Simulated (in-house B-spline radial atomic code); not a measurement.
# Solving the quasi-particle equation for 6s up of Eu II (Eu+)

Configuration [Xe] 4f7 6s1, highest spin, start Hartree-Fock; correlation leaves out the deepest shell. Computed with a B-spline radial code for spherical atoms: all electrons, scalar-relativistic (spin-free one-electron X2C), finite nucleus, each spin shell either full or empty, empty states to l = 9 with an (l + 1/2)⁻⁴ tail; G0W0 by contour deformation at full frequency.

RPA overbinds a lone outer s electron by self-correlation, and G0W0 tends to as well.

At the mean-field level ε = -10.485 eV the matrix elements are Σx = -7.626 eV, v_xc = -7.626 eV and Σc(ε) = -0.935 eV, and the slope of the correlation self-energy is dΣc/dω = -0.0366. The quasi-particle energy solves E = ε + Σx − v_xc + Σc(E).

(1) What does the linearised equation give?

(2) How does that compare with the full solution and with static screening?

## Answers

(1) Z = 1/(1 − dΣc/dω) = 1/1.0366 = 0.9647. The first-order shift is Σx − v_xc + Σc(ε) = -7.626 − (-7.626) + (-0.935) = -0.935 eV, so E ≈ ε + Z × shift = -10.485 + 0.9647 × (-0.935) = -11.387 eV.

(2) Solving the equation at full frequency dependence gives E = -11.388 eV, where Σc = -0.903 eV and the weight is 0.965; the linearised value is off by 1 meV. Leaving Z out would give -11.420 eV. Static COHSEX puts -1.634 eV in place of Σc and gives -12.119 eV, 0.73 eV deeper.
